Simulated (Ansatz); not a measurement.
Reaction (ligand exchange at the Si–C bond): `C=C([SiH3])CCl` + `[OH][Sc]([OH])[OH]` → `[OH][Sc]([OH])[O][SiH3]` + `C=CCCl`

Isolated molecules relaxed with PBE0-D4/def2-TZVP in Ansatz; ΔE leaves out vibrations. CCSD(T)/CBS is the MP2 limit (def2-TZVPP, def2-QZVPP) plus CCSD(T) − MP2 in def2-TZVPP, frozen cores. Functionals use def2-TZVPP. For Sc outer-core shells are correlated without core-valence functions, which leaves a few kJ/mol of doubt a bond. Scalar relativity is left out up to krypton. One conformer a species, not always the lowest.

| level | ΔE (kcal/mol) |
| --- | --- |
| r2SCAN-D4 | -27.7 |
| CCSD(T)/def2-TZVPP | -28.3 |

Question: What does CCSD(T)/CBS give? (An estimate is asked.)

Answer: The calculation gave: -28.3 kcal/mol. The listed levels differ from it by 0.6, 0.0 kcal/mol.

Largest T1 diagnostic among the species: 0.016.

In def2-TZVPP, CCSD(T) changes the Hartree–Fock value by +6.6 kcal/mol (the triples alone add +1.0 kcal/mol) and MP2 by +7.1 kcal/mol. The D4 term adds +2.0 kcal/mol with B3LYP and +1.1 kcal/mol with PBE0; it sums over pairs of atoms, weighted by their polarisabilities, and B3LYP, whose exchange is more repulsive, gets the larger term. From PBE to PBE0 (25 % exact exchange), in def2-TZVPP and without D4, ΔE moves by −1.5 kcal/mol.

B3LYP here is the variant with VWN-RPA as its local correlation; programs differ in this.
